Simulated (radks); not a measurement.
Values are calculated unless marked as measured or tabulated.
Valence configurations of Os (all share [Xe]). Level of theory: scalar-relativistic Kohn-Sham, LDA (Slater exchange, Perdew-Wang correlation), spin-polarised, spherical densities, finite nucleus; open shells are filled with parallel spins first (spin-orbit coupling, left out, can overturn this in heavy ions); Fermi nuclear charge, rms radius 5.4126 fm (a radial shooting solver on a logarithmic mesh with Libxc functionals). Energies are relative to 4f14 5d6 6s2; eigenvalues in eV for spin up.

| valence | E (eV) | moment (Bohr magnetons) | e(4f) | e(5d) | e(6p) | e(6s) |
|---|---|---|---|---|---|---|
| 4f14 5d6 6s2 | 0.000 | 4 | -52.280 | -7.319 | - | -6.866 |
| 4f14 5d6.5 6s1.5 | 0.320 | 4 | -51.027 | -6.434 | - | -6.542 |
| 4f14 5d7 6s1 | 0.758 | 4 | -49.847 | -5.602 | - | -6.231 |
| 4f14 5d5.5 6s2 6p0.5 | 1.951 | 5 | -54.458 | -9.105 | -2.301 | -7.950 |
| 4f14 5d6 6s1 6p1 | 3.712 | 6 | -53.806 | -8.874 | -2.657 | -8.239 |
| 4f14 5d6 6p2 | 9.429 | 6 | -55.360 | -10.244 | -3.352 | - |
| 4f13 5d7 6s2 | 50.873 | 4 | -62.925 | -8.231 | - | -6.825 |
| 4f13 5d6 6s2 6p1 | 56.666 | 6 | -67.589 | -12.045 | -2.889 | -9.039 |
| 4f13 5d6 6s1 6p2 | 60.827 | 8 | -68.932 | -13.406 | -3.734 | -10.206 |
| 4f12 5d8 6s2 | 110.27 | 4 | -73.975 | -9.121 | - | -6.766 |

NIST lists [Xe] 4f14 5d6 6s2 as the ground configuration; this level of theory agrees among the configurations tried. The energies are those of spherical high-spin densities, not of single terms.
